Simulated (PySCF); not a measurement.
Can point charges reproduce the dipole moment of `C[SiH2][C@H](F)C#C[SiH2]C(C)=O`?

Coordinates (GFN2-xTB, Å) and charges (e) from the PBE0/pcSseg-1 density (PySCF):

```tsv
atom	x	y	z	Mulliken	IAO	Hirshfeld	ESP-fitted
C1	-2.802	-0.562	-0.549	-0.6324	-0.7147	-0.2077	-0.4669
Si2	-2.937	0.712	0.842	+0.6598	+0.7823	+0.3559	+0.5416
C3	-1.270	1.709	0.870	-0.0600	-0.1012	-0.0113	-0.0620
F4	-1.188	2.437	-0.320	-0.3311	-0.3224	-0.1193	-0.1983
C5	-0.135	0.833	0.989	+0.0718	-0.0219	-0.0344	+0.0217
C6	0.798	0.067	1.025	-0.4676	-0.3610	-0.1587	-0.3008
Si7	2.222	-1.104	1.038	+0.6468	+0.7128	+0.3508	+0.3174
C8	2.714	-1.302	-0.819	-0.0487	+0.1574	+0.0904	+0.5431
C9	2.759	-0.051	-1.652	-0.2677	-0.4770	-0.1271	-0.4961
O10	2.981	-2.392	-1.274	-0.3428	-0.3819	-0.2248	-0.4828
H11	-1.974	-1.247	-0.376	+0.1566	+0.1651	+0.0436	+0.1198
H12	-3.710	-1.151	-0.634	+0.1467	+0.1620	+0.0471	+0.1244
H13	-2.631	-0.077	-1.507	+0.1529	+0.1666	+0.0485	+0.1320
H14	-3.064	0.104	2.170	-0.0716	-0.1211	-0.0739	-0.1264
H15	-3.989	1.702	0.596	-0.0740	-0.1154	-0.0722	-0.1241
H16	-1.257	2.456	1.672	+0.1575	+0.1723	+0.0568	+0.1407
H17	3.359	-0.513	1.753	-0.0654	-0.1067	-0.0646	-0.0652
H18	1.824	-2.404	1.575	-0.0641	-0.0960	-0.0595	-0.0503
H19	1.775	0.414	-1.641	+0.1578	+0.1737	+0.0524	+0.1544
H20	3.457	0.652	-1.202	+0.1410	+0.1632	+0.0564	+0.1289
H21	3.057	-0.267	-2.676	+0.1344	+0.1638	+0.0512	+0.1489
```

Problem. Form Σ q r in debye for every column and set it beside the full dipole.

Solution. The full density gives (-1.50, 1.23, 1.55) D, 2.48 D in size; dipole vectors point from the negative to the positive end.

| scheme | μx | μy | μz | size (D) | share of the full size (%) | angle to the full dipole (°) |
| --- | --- | --- | --- | --- | --- | --- |
| Mulliken | -3.04 | 1.51 | 3.92 | 5.18 | 209 | 14 |
| IAO | -2.03 | 0.64 | 4.05 | 4.58 | 184 | 27 |
| Hirshfeld | -1.21 | 0.85 | 1.47 | 2.09 | 84 | 7 |
| ESP-fitted | -1.52 | 1.25 | 1.53 | 2.49 | 100 | 1 |

Problem. Which set comes closest?

Solution. Length of the difference vector: ESP-fitted 0.04 D, Hirshfeld 0.48 D, IAO 2.62 D, Mulliken 2.84 D. Closest: ESP-fitted. 

Problem. What is left for the Hirshfeld atoms' own dipoles?

Solution. The shares of the density sum to the whole, so what Σ q r misses lies in dipoles about the nuclei. The atomic dipoles sum to (-1.50, 1.23, 1.55) − (-1.21, 0.85, 1.47) = (-0.29, 0.38, 0.08) D, 0.48 D in size.

Problem. With the origin at the mean of the coordinates, (0.000, 0.001, -0.006) Å, which are the largest single terms, by size, of the IAO dipole along the direction of the full one?

Solution. Si2 +9.96, O10 +6.93, C9 +6.22, Si7 -4.23, C1 -3.66 D; all 21 atoms together +4.07 D. The single terms depend on the origin, their sum doesn't.

Problem. Give the size of the full dipole in other units.

Solution. 2.48 D = 0.977 au = 0.517 e·Å = 8.29 × 10⁻³⁰ C·m.

Isolated species at its GFN2-xTB geometry (one conformer only).

The run behind these numbers computed NMR shieldings as well. On Arm Neoverse V1, one thread, no GPU, shared host with 32 logical CPUs at a one-minute load of 29, this took 69 s of wall time and 1.1 GiB of memory at its peak.

Conformer computed: `[CH3:1][SiH2:2][C@H:3]([F:4])[C:5]#[C:6][SiH2:7][C:8]([CH3:9])=[O:10]`: C1–Si2–C3–F4 66°, C6–Si7–C8–C9 43°.
